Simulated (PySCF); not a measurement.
K (SMILES [K+]), charge +1, singlet; PBE0/def2-TZVP in PySCF.

Here is a job for PySCF.
```python
from pyscf import gto, scf, dft

mol = gto.M(
    atom='''
K     0.00000000    0.00000000    0.00000000
''',
    basis='def2-tzvp',
    charge=1,
    verbose=4,
)

mf = dft.RKS(mol)
mf.xc = 'pbe0'
mf.kernel()
```

Q: What does PySCF print? Leave out banner, timings and long lists.

A: 
```
PySCF version 2.14.0

[INPUT] verbose = 4
[INPUT] num. atoms = 1
[INPUT] num. electrons = 18
[INPUT] charge = 1
[INPUT] spin (= nelec alpha-beta = 2S) = 0
[INPUT] symmetry False subgroup None
[INPUT] Mole.unit = angstrom
[INPUT] Symbol           X                Y                Z      unit          X                Y                Z       unit  Magmom
[INPUT]  1 K      0.000000000000   0.000000000000   0.000000000000 AA    0.000000000000   0.000000000000   0.000000000000 Bohr   0.0

nuclear repulsion = 0
number of shells = 13
number of NR pGTOs = 65
number of NR cGTOs = 33
basis = def2-tzvp
ecp = {}

******** <class 'pyscf.dft.rks.RKS'> ********
method = RKS
initial guess = minao
damping factor = 0
level_shift factor = 0
DIIS = <class 'pyscf.scf.diis.CDIIS'>
diis_start_cycle = 1
diis_space = 8
diis_damp = 0
SCF conv_tol = 1e-09
SCF conv_tol_grad = None
SCF max_cycles = 50
direct_scf = True
direct_scf_tol = 1e-13
XC library pyscf.dft.libxc version 7.1.2
    S. Lehtola, C. Steigemann, M. J. T. Oliveira, and M. A. L. Marques,  SoftwareX 7, 1–5 (2018)
XC functionals = pbe0
    C. Adamo and V. Barone,  J. Chem. Phys. 110, 6158 (1999)
    M. Ernzerhof and G. E. Scuseria,  J. Chem. Phys. 110, 5029 (1999)
radial grids:
    Treutler-Ahlrichs [JCP 102, 346 (1995); DOI:10.1063/1.469408] (M4) radial grids

becke partition: Becke, JCP 88, 2547 (1988); DOI:10.1063/1.454033
pruning grids: <function nwchem_prune>
grids dens level: 3
symmetrized grids: False
atomic radii adjust function: <function treutler_atomic_radii_adjust>
small_rho_cutoff = 0
Set gradient conv threshold to 3.16228e-05
Initial guess from minao.
tot grids = 20040
init E= -599.696638373813
  HOMO = -0.770918480609779  LUMO = -0.0847091129198578  gap/eV = 18.67271
cycle= 1 E= -599.577844871892  delta_E= 0.119  |g|= 0.0384  |ddm|= 0.833
  HOMO = -0.997992485842191  LUMO = -0.203073050554791  gap/eV = 21.63086
cycle= 2 E= -599.578218030792  delta_E= -0.000373  |g|= 0.0193  |ddm|= 0.0658
  HOMO = -0.989591117851754  LUMO = -0.201142012029733  gap/eV = 21.45479
cycle= 3 E= -599.578294803502  delta_E= -7.68e-05  |g|= 0.000375  |ddm|= 0.0236
  HOMO = -0.989341584676027  LUMO = -0.200635030512612  gap/eV = 21.46180
cycle= 4 E= -599.57829486052  delta_E= -5.7e-08  |g|= 2.34e-05  |ddm|= 0.000662
  HOMO = -0.989353246136305  LUMO = -0.200634376980702  gap/eV = 21.46213
cycle= 5 E= -599.57829486065  delta_E= -1.31e-10  |g|= 1.03e-07  |ddm|= 2.91e-05
  HOMO = -0.989353211003008  LUMO = -0.200634353145772  gap/eV = 21.46213
Extra cycle  E= -599.57829486065  delta_E= 5.68e-13  |g|= 3.3e-08  |ddm|= 1.73e-07
converged SCF energy = -599.57829486065
```
